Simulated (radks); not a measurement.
Results of a calculation; reference values are marked as such.
Species: Hf3+. Configuration: [Xe] 4f14 5d1.

Level of theory: scalar-relativistic Kohn-Sham, exchange-only B88, spin-polarised, spherical densities, finite nucleus; open shells are filled with parallel spins first (spin-orbit coupling, left out, can overturn this in heavy ions); Fermi nuclear charge, rms radius 5.347 fm (a radial shooting solver on a logarithmic mesh with Libxc functionals).

Energy parts (eV):
total: -410121.74
kinetic: 449332.23
electron-nucleus: -1009938.58
Hartree: 158755.54
exchange: -8270.94

Orbitals (lengths in bohr, moments of r in powers of bohr; r(max) is where P^2 peaks; r(90%) holds 90 % of the orbital's charge):
orbital	occ.	eigenvalue (eV)	r(max)	r(90%)	<1/r>
1s up	1	-65298.55	0.01190	0.0345	83.78
1s down	1	-65298.56	0.01190	0.0345	83.78
2s up	1	-11189.70	0.06807	0.125	19.57
2s down	1	-11189.66	0.06807	0.125	19.57
2p up	3	-9831.039	0.05566	0.117	17.85
2p down	3	-9831.009	0.05566	0.117	17.85
3s up	1	-2569.431	0.1922	0.306	7.238
3s down	1	-2569.431	0.1922	0.306	7.238
3p up	3	-2163.386	0.1898	0.312	6.712
3p down	3	-2163.385	0.1898	0.312	6.712
3d up	5	-1682.100	0.1546	0.293	6.350
3d down	5	-1682.083	0.1546	0.293	6.350
4s up	1	-538.1632	0.4373	0.673	3.067
4s down	1	-538.1451	0.4373	0.673	3.067
4p up	3	-404.9159	0.4581	0.724	2.792
4p down	3	-404.8994	0.4581	0.724	2.792
4d up	5	-232.5780	0.4709	0.804	2.475
4d down	5	-232.5535	0.4709	0.804	2.476
4f up	7	-42.8131	0.4544	1.15	1.918
4f down	7	-42.6955	0.4543	1.14	1.922
5s up	1	-93.1694	1.015	1.63	1.174
5s down	1	-92.6789	1.014	1.63	1.178
5p up	3	-61.5878	1.158	1.94	0.9825
5p down	3	-60.8767	1.154	1.93	0.9882
5d up	1	-26.6259	1.592	2.99	0.6502
5d down	0	-25.5278	1.577	2.99	0.6550
6s up	0	-25.7519	2.543	3.97	0.4568
6s down	0	-24.5979	2.548	4.01	0.4529
6p up	0	-19.1140	3.086	4.81	0.3776

The highest occupied level is 5d up at -26.626 eV. The electron density at the nucleus is 1.283e+06 e/bohr^3 (large components only).
